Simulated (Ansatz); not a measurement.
Start from `F[Si]1(Br)CC1` and change one atom or group to get `O[Si]1(Br)CC1`.

Ansatz, PBE0-D4/def2-TZVP geometries, multiplicity 1. Each molecule was computed in one conformer, which needn't be the lowest.

Scalar relativity is left out up to krypton.

| property | `F[Si]1(Br)CC1` |
| --- | --- |
| size of the dipole moment (ωB97M-V/def2-TZVPP) / D | 1.41 |
| HOMO–LUMO gap (PBE/def2-TZVPP) / eV | 5.03 |
| HOMO energy (PBE0/def2-TZVPP) / eV | -7.37 |
| LUMO energy (ωB97M-V/def2-TZVPP) / eV | 1.78 |
| size of the dipole moment (B3LYP/def2-TZVPP) / D | 1.48 |
| LUMO energy (PBE0/def2-TZVPP) / eV | -0.14 |

Give the same properties after the change, and the shifts. (An estimate is asked.)

The calculation gave: 
```
                                          property  `O[Si]1(Br)CC1`  shift
size of the dipole moment (ωB97M-V/def2-TZVPP) / D             1.12  -0.29
               HOMO–LUMO gap (PBE/def2-TZVPP) / eV             4.88  -0.15
                HOMO energy (PBE0/def2-TZVPP) / eV            -7.01   0.36
             LUMO energy (ωB97M-V/def2-TZVPP) / eV             1.73  -0.05
  size of the dipole moment (B3LYP/def2-TZVPP) / D             1.10  -0.38
                LUMO energy (PBE0/def2-TZVPP) / eV             0.02   0.16
```

With PBE0 the HOMO rises by 0.36 eV and the LUMO rises by 0.16 eV, so the gap narrows by about 0.20 eV. PBE moves the HOMO by 0.34 eV and ωB97M-V by 0.35 eV. Dipoles are sizes alone; their direction can turn.

B3LYP here is the variant with VWN-RPA as its local correlation; programs differ in this.

Spin–orbit coupling is left out; it splits and shifts lone-pair levels of the heavy atoms by tenths of an eV.
